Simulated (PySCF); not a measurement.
This PySCF input asks for the NMR shieldings of SMILES CC[S][AlH][NH]C, C3H10AlNS; the geometry comes from GFN2-xTB.

```python
import basis_set_exchange as bse
import numpy as np
from pyscf import gto, dft
from pyscf.prop import nmr

atoms = """
C    -2.198471    0.484724    0.500023
C    -2.021082   -0.991094    0.780834
S    -1.186370   -1.890197   -0.602190
Al    0.454785   -0.449480   -0.860738
N     1.730445   -0.267469    0.371026
C     2.805847    0.718212    0.364956
H    -2.773261    0.636207   -0.411378
H    -2.713105    0.971478    1.327625
H    -1.215726    0.961560    0.372251
H    -2.985471   -1.486538    0.888259
H    -1.440349   -1.152110    1.689219
H     0.439406    0.426151   -2.114394
H     1.847658   -0.900803    1.157893
H     3.788949    0.244528    0.291038
H     2.672631    1.367911   -0.499223
H     2.786515    1.335865    1.268355
"""
names = dict.fromkeys(["C", "S", "Al", "N", "H"], "pcSseg-1")
basis = {el: gto.basis.parse(bse.get_basis(n, elements=[el], fmt="nwchem")) for el, n in names.items()}
mol = gto.M(atom=atoms, basis=basis, charge=0, verbose=0)
mf = dft.RKS(mol, xc="PBE0")
mf.grids.level = 2
mf.grids.alignment = dft.numint.BLKSIZE   # the property module wants whole blocks of grid points
mf.conv_tol = 1e-9
mf.kernel()

calc = nmr.RKS(mf)   # GIAO
C = mf.mo_coeff
Co = C[:, mf.mo_occ > 0]
resp = mf.gen_response(singlet=True, hermi=2)
def vind(x):   # induced exchange potential for any number of trial vectors
    d = np.einsum("pi,xij,qj->xpq", C, 2 * x.reshape(-1, C.shape[1], Co.shape[1]), Co, optimize=True)
    return np.einsum("xpq,pi,qj->xij", resp(d - d.transpose(0, 2, 1)), C, Co, optimize=True).ravel()
mo1, _ = nmr.rhf.solve_mo1(calc, with_cphf=vind)
sigma = calc.kernel(mo1)
for i, s in enumerate(sigma):   # ppm
    print("%2d %-2s %9.2f" % (i, mol.atom_pure_symbol(i), np.trace(s) / 3))
```

**Question.** What does it print?

**Answer.** 
```
 0 C     157.76
 1 C     157.56
 2 S     621.37
 3 Al    355.73
 4 N     195.87
 5 C     152.63
 6 H      29.87
 7 H      29.99
 8 H      30.71
 9 H      29.13
10 H      28.69
11 H      26.84
12 H      29.64
13 H      28.64
14 H      28.65
15 H      28.67
```

These numbers come from an equivalent density-fitted implementation of the same equations, which agrees with the script to about 0.01 ppm for H and up to a few tenths of a ppm for heavy atoms, so last digits may differ.

Size and cost of the density-fitted run: 166 basis functions, 38 s wall time on 1 thread of an Intel Xeon Platinum 8259CL, shared host; peak memory 0.74 GiB.
